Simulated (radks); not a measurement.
The bismuth anion Bi- inside a hard spherical wall (all orbitals vanish at R), configuration held at [Hg] 6p4 and not refilled when levels cross. Method: scalar-relativistic Kohn-Sham, LDA (Slater exchange, Perdew-Wang correlation), spin-polarised, spherical densities, finite nucleus; open shells are filled with parallel spins first (spin-orbit coupling, left out, can overturn this in heavy ions); Fermi nuclear charge, rms radius 5.5211 fm; computed with a radial shooting solver on a logarithmic mesh with Libxc functionals. Eigenvalues in eV for spin up, with the zero of energy where the potential of the charges vanishes at infinity; a dash marks a level that is unbound or too diffuse for the functional's potential to be trusted. A positive occupied level is held by the wall or, in an anion where self-interaction has pushed it up, behind a barrier. The pressure on the wall is -dE/dV.

| R (bohr) | E (hartree) | kinetic (hartree) | e(5p) | e(5d) | e(6s) | e(6p) | e(7s, empty) | e(6d, empty) | pressure (GPa) |
|---|---|---|---|---|---|---|---|---|---|
| 20 | -21512.9175 | 24375.432 | -89.664 | -20.955 | -8.961 | 0.423 | 2.028 | 2.690 | 0.000116 |
| 15 | -21512.9172 | 24375.433 | -89.601 | -20.891 | -8.899 | 0.476 | 2.490 | 3.674 | 0.00175 |
| 12 | -21512.9159 | 24375.440 | -89.455 | -20.746 | -8.762 | 0.594 | 3.062 | 4.661 | 0.0156 |
| 8 | -21512.8940 | 24375.545 | -88.389 | -19.691 | -7.832 | 1.445 | 5.848 | 7.662 | 0.654 |
| 7 | -21512.8655 | 24375.670 | -87.546 | -18.864 | -7.137 | 2.149 | 7.975 | 9.395 | 2.05 |
| 6 | -21512.7940 | 24375.974 | -86.051 | -17.408 | -5.942 | 3.488 | 12.005 | 12.298 | 7.31 |
| 4 | -21511.9150 | 24379.460 | -77.570 | -9.382 | 1.330 | 13.093 | 40.384 | 29.878 | 180 |
| 3.5 | -21510.9964 | 24382.998 | -72.308 | -4.520 | 6.705 | 20.460 | 61.001 | 42.070 | 506 |
| 3 | -21508.8998 | 24390.963 | -63.475 | 3.676 | 17.197 | 34.637 | 98.217 | 63.921 | 1650 |
| 1.5 | -21421.5578 | 24673.137 | 68.784 | 154.03 | 311.57 | 381.73 | 791.38 | 472.40 | 264000 |
